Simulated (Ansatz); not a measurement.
A nudged elastic band was laid between two geometries of FH4SbSi (7 atoms, charge 0, multiplicity 1).

Computed with RKS PBE0-D4/def2-SVP (Ansatz).

* movable images: 5
* climbing image: yes
* spring: 5.0 eV/Å²
* optimiser: quadratic models (default)
* start path: IDPP
* force threshold: 0.05 eV/Å
* iteration limit: 49
* end points: relaxed

Initial state:

```xyz
7
Properties=species:S:1:pos:R:3
F -0.557 -2.107 1.137
Sb -1.493 -0.856 -0.036
Si 0.463 0.845 0.071
H -0.836 -1.493 -1.498
H 1.764 0.151 -0.152
H 0.464 1.500 1.412
H 0.256 1.891 -0.980
```

Final state:

```xyz
7
Properties=species:S:1:pos:R:3
F -1.924 -0.894 1.217
Sb -1.233 -1.047 -0.604
Si 0.566 0.769 -0.162
H -0.072 -2.267 -0.230
H 1.552 0.766 -1.289
H 1.268 0.498 1.126
H -0.095 2.107 -0.103
```

**Question.** What changes between the two ends?

**Answer.** No bond is made or broken. The dihedral F1–Sb2–Si3–H5 goes from 47 to 168°. The two ends are copies of one structure, up to a mirror image or an exchange of like atoms.

**Question.** Give the energies along the band, and the barrier.

**Answer.** It converged. The highest image is number 3 of 0 to 6, 0.049 eV above the ends, which have the same energy within 2 meV. A vibrational analysis at the climbing image gives one clearly imaginary mode, 107i cm⁻¹: a first-order saddle point.

```json
{"image": "0", "path coordinate (Å)": "0.00", "energy (eV)": "0.000", "dihedral F1–Sb2–Si3–H5 (°)": "47"}
{"image": "1", "path coordinate (Å)": "0.58", "energy (eV)": "0.013", "dihedral F1–Sb2–Si3–H5 (°)": "67"}
{"image": "2", "path coordinate (Å)": "1.16", "energy (eV)": "0.038", "dihedral F1–Sb2–Si3–H5 (°)": "87"}
{"image": "3", "path coordinate (Å)": "1.74", "energy (eV)": "0.049", "dihedral F1–Sb2–Si3–H5 (°)": "107"}
{"image": "4", "path coordinate (Å)": "2.32", "energy (eV)": "0.038", "dihedral F1–Sb2–Si3–H5 (°)": "128"}
{"image": "5", "path coordinate (Å)": "2.89", "energy (eV)": "0.012", "dihedral F1–Sb2–Si3–H5 (°)": "148"}
{"image": "6", "path coordinate (Å)": "3.47", "energy (eV)": "0.000", "dihedral F1–Sb2–Si3–H5 (°)": "168"}
```

**Question.** What is the geometry of the highest image?

**Answer.** 
```xyz
7
Properties=species:S:1:pos:R:3
F -1.238 -1.587 1.447
Sb -1.448 -0.861 -0.354
Si 0.508 0.842 -0.067
H -0.370 -1.993 -1.081
H 1.720 0.442 -0.845
H 0.826 0.899 1.390
H 0.063 2.190 -0.535
```

**Question.** What are the harmonic wavenumbers there?

**Answer.** 107i, 127, 304, 429, 459, 611, 615, 664, 844, 921, 935, 1935, 2222, 2237, 2251 cm⁻¹.

The run took 2 min on 1 thread of AMD EPYC 7R43 64-Core Processor (Zen 3), with other jobs on the host, peak memory 0.17 GiB.
